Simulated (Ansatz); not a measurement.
Total energies of the cluster LiPt3 (the lowest doublet isomer of a short search) from Ansatz at PBE0-D4/def2-TZVP, gas phase (1 Eh = 27.2114 eV = 2625.5 kJ/mol). The reference geometry is relaxed at PBE-D4/def2-TZVP.

```csv
atom,x (Å),y (Å),z (Å)
Li1,-0.538,-0.032,1.413
Pt2,1.114,1.076,-0.091
Pt3,-1.157,0.351,-0.972
Pt4,0.581,-1.395,-0.350
```

```tsv
state	geometry	energy (Eh)
charge 0 doublet	reference	-365.57219
charge 1 singlet	reference	-365.31610
charge 0 quartet	relaxed at PBE-D4/def2-TZVP	-365.54170
free Li atom (doublet)	–	-7.46705
free Pt atom (triplet)	–	-119.25494
```

In the def2 sets Pt takes a core potential; there is no spin–orbit coupling.

Task: Work out the vertical ionisation energy to the singlet.

Result: E(charge 1 singlet) − E(charge 0 doublet) = -365.31610 − (-365.57219) = 0.25609 Eh = 6.97 eV. For comparison, −ε of the highest occupied level of the spin that leaves is 5.20 eV at this level, 1.77 eV less.

Task: Which of the charge 0 states is lowest, and how far above it are the others?

Result: The doublet. quartet: -365.54170 − (-365.57219) = 0.03049 Eh = 80.1 kJ/mol.

Task: What is the binding energy per atom against free atoms?

Result: Atoms: 1 × (-7.46705) + 3 × (-119.25494) = -365.23187 Eh. Binding: -365.23187 − (-365.57219) = 0.34032 Eh = 9.26 eV, or 2.32 eV for each of 4 atoms (no zero-point energy, no counterpoise term).

A triplet lies near this restricted singlet, and broken spin symmetry wasn't tried. 

The structure comes from a short search, and lower isomers may exist.
